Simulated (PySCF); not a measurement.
# [B12H32N13]+: Orbital levels and atomic charges

System: [B12H32N13]+ (III V hydride cut).

Cartesian coordinates (Å):
```
  1 N    -2.8664   -1.2809    0.8607
  2 B    -2.9188   -1.3226   -0.6634
  3 N    -2.8366    0.1902   -1.2018
  4 B    -2.9230    0.1708    1.4641
  5 N     0.9603   -1.9856   -1.1824
  6 N    -1.5848   -2.0104   -1.1818
  7 N     2.2236   -1.2744    0.8864
  8 B     2.2978   -1.2745   -0.6531
  9 N    -0.3189   -1.3226    0.9025
 10 B    -0.3119   -1.2900   -0.6020
 11 B     0.9539   -2.0775    1.4721
 12 B    -1.6090   -2.0725    1.4629
 13 N     0.9338    2.4087   -1.1412
 14 N     2.2429    0.2145   -1.1517
 15 N    -1.5977    2.4179   -1.1240
 16 N    -0.3127    0.2012   -1.1555
 17 N     3.5223    0.9013    0.9024
 18 B     3.5833    0.9548   -0.6792
 19 B    -0.3128    3.2900   -0.7163
 20 N     0.9697    0.8597    0.9061
 21 B     0.9853    0.9166   -0.6159
 22 B     2.2419    0.1474    1.4793
 23 N    -1.5899    0.8572    0.8932
 24 B    -1.5802    0.9219   -0.6146
 25 B    -0.3285    0.1046    1.4777
 26 H    -3.6586   -1.7660    1.2604
 27 H    -3.8696   -1.8526   -1.1441
 28 H    -2.9443    0.2338   -2.2109
 29 H    -3.6602    0.6096   -0.7665
 30 H    -3.8859    0.7842    1.0557
 31 H    -2.8998    0.1540    2.6419
 32 H     0.9834   -2.1303   -2.1876
 33 H     1.0114   -2.8949   -0.7176
 34 H    -1.5923   -2.1947   -2.1810
 35 H    -1.6100   -2.9037   -0.6778
 36 H     3.0065   -1.7885    1.2676
 37 H     3.2336   -1.8465   -1.1098
 38 H     0.9839   -2.0338    2.6487
 39 H     0.9984   -3.2129    1.0778
 40 H    -1.6403   -2.0339    2.6378
 41 H    -1.6382   -3.2126    1.0664
 42 H     1.0276    2.4297   -2.1537
 43 H     1.7670    2.8809   -0.7950
 44 H     2.2945    0.2176   -2.1644
 45 H    -2.3920    2.9032   -0.7151
 46 H    -1.7138    2.4803   -2.1324
 47 H    -0.3016    0.1852   -2.1723
 48 H     3.5782    1.8326    1.3000
 49 H     4.3390    0.4083    1.2449
 50 H     3.5841    2.0905   -1.0586
 51 H     4.5193    0.3547   -1.0896
 52 H    -0.3223    4.3019   -1.3352
 53 H    -0.3107    3.4598    0.4555
 54 H     0.9271    1.7890    1.3061
 55 H     2.2740    0.1742    2.6604
 56 H    -1.5881    1.7779    1.3131
 57 H    -0.3238    0.1566    2.6509
```

Method: CAM-B3LYP/6-31G*, gas phase, PySCF, fitting set def2-universal-JFIT up to Ne and JKFIT beyond, grid level 1.

Problem. Give the orbital energies near the gap.

Solution. 
```csv
orbital,eV
HOMO-4,-12.50
HOMO-3,-12.32
HOMO-2,-11.71
HOMO-1,-11.55
HOMO,-11.32
LUMO,-2.22
LUMO+1,-1.10
LUMO+2,-1.01
LUMO+3,-0.46
```

Problem. Give the partial charges of the non-hydrogen atoms.

Solution. 
| atom | Mulliken | IAO | Hirshfeld |
| --- | --- | --- | --- |
| N1 | -0.66 | -0.37 | -0.13 |
| B2 | 0.46 | 0.15 | 0.12 |
| N3 | -0.81 | -0.41 | -0.11 |
| B4 | 0.15 | -0.08 | 0.03 |
| N5 | -0.82 | -0.41 | -0.11 |
| N6 | -0.81 | -0.41 | -0.11 |
| N7 | -0.70 | -0.37 | -0.13 |
| B8 | 0.45 | 0.14 | 0.11 |
| N9 | -0.53 | -0.34 | -0.16 |
| B10 | 0.67 | 0.36 | 0.20 |
| B11 | 0.15 | -0.08 | 0.03 |
| B12 | 0.15 | -0.08 | 0.03 |
| N13 | -0.77 | -0.39 | -0.10 |
| N14 | -0.68 | -0.37 | -0.14 |
| N15 | -0.77 | -0.40 | -0.10 |
| N16 | -0.75 | -0.38 | -0.15 |
| N17 | -0.78 | -0.40 | -0.10 |
| B18 | 0.16 | -0.09 | 0.02 |
| B19 | 0.10 | -0.09 | 0.03 |
| N20 | -0.76 | -0.38 | -0.14 |
| B21 | 0.73 | 0.35 | 0.19 |
| B22 | 0.45 | 0.15 | 0.12 |
| N23 | -0.71 | -0.38 | -0.14 |
| B24 | 0.74 | 0.36 | 0.20 |
| B25 | 0.44 | 0.15 | 0.12 |
